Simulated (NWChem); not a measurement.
Species: C2H8OSi; SMILES [SiH2](CO)C

```xyz
12

C      0.9822     1.5830     0.1354
Si    -0.6161     0.6448    -0.1570
C     -0.4204    -1.1551     0.4147
O      0.6934    -1.6972    -0.2595
H      0.9424     2.5990    -0.2854
H      1.2005     1.6643     1.2115
H      1.8115     1.0381    -0.3411
H     -0.9723     0.6609    -1.6104
H     -1.7540     1.2519     0.6085
H     -0.2945    -1.1656     1.5180
H     -1.3589    -1.7080     0.2041
H      0.8078    -2.6116     0.0176
```
Atoms are numbered in this order, from 1.

Level: PBE0/def2-SVP (NWChem), optimised geometry, unscaled harmonic frequencies. 

```json
[
 {"frequency (cm⁻¹)": "99", "IR intensity (km/mol)": "5.0"},
 {"frequency (cm⁻¹)": "144", "IR intensity (km/mol)": "1.7"},
 {"frequency (cm⁻¹)": "184", "IR intensity (km/mol)": "8.4"},
 {"frequency (cm⁻¹)": "266", "IR intensity (km/mol)": "50.2"},
 {"frequency (cm⁻¹)": "308", "IR intensity (km/mol)": "75.6"},
 {"frequency (cm⁻¹)": "490", "IR intensity (km/mol)": "17.8"},
 {"frequency (cm⁻¹)": "604", "IR intensity (km/mol)": "9.4"},
 {"frequency (cm⁻¹)": "641", "IR intensity (km/mol)": "17.8"},
 {"frequency (cm⁻¹)": "689", "IR intensity (km/mol)": "8.9"},
 {"frequency (cm⁻¹)": "752", "IR intensity (km/mol)": "50.9"},
 {"frequency (cm⁻¹)": "860", "IR intensity (km/mol)": "18.9"},
 {"frequency (cm⁻¹)": "883", "IR intensity (km/mol)": "28.7"},
 {"frequency (cm⁻¹)": "912", "IR intensity (km/mol)": "206.4"},
 {"frequency (cm⁻¹)": "947", "IR intensity (km/mol)": "86.4"},
 {"frequency (cm⁻¹)": "1114", "IR intensity (km/mol)": "57.7"},
 {"frequency (cm⁻¹)": "1183", "IR intensity (km/mol)": "34.9"},
 {"frequency (cm⁻¹)": "1233", "IR intensity (km/mol)": "3.4"},
 {"frequency (cm⁻¹)": "1260", "IR intensity (km/mol)": "26.9"},
 {"frequency (cm⁻¹)": "1367", "IR intensity (km/mol)": "8.9"},
 {"frequency (cm⁻¹)": "1428", "IR intensity (km/mol)": "5.7"},
 {"frequency (cm⁻¹)": "1434", "IR intensity (km/mol)": "3.4"},
 {"frequency (cm⁻¹)": "1478", "IR intensity (km/mol)": "6.0"},
 {"frequency (cm⁻¹)": "2207", "IR intensity (km/mol)": "133.2"},
 {"frequency (cm⁻¹)": "2224", "IR intensity (km/mol)": "120.1"},
 {"frequency (cm⁻¹)": "2984", "IR intensity (km/mol)": "40.8"},
 {"frequency (cm⁻¹)": "3032", "IR intensity (km/mol)": "38.9"},
 {"frequency (cm⁻¹)": "3062", "IR intensity (km/mol)": "2.9"},
 {"frequency (cm⁻¹)": "3167", "IR intensity (km/mol)": "2.9"},
 {"frequency (cm⁻¹)": "3174", "IR intensity (km/mol)": "1.3"},
 {"frequency (cm⁻¹)": "3877", "IR intensity (km/mol)": "40.3"}
]
```

The zero-point energy comes out as 60.0 kcal/mol, the thermal correction to the enthalpy at 298.15 K (with zero-point energy) is 64.8 kcal/mol and the heat capacity Cv is 23.1 cal/(mol K). The entropy at 298.15 K and 1 atm (symmetry number 1) comes out as 78.8 cal/(mol K) and the dipole moment is 1.61 D.

Rigid rotor and harmonic oscillator; modes under 100 cm⁻¹ make the entropy uncertain.
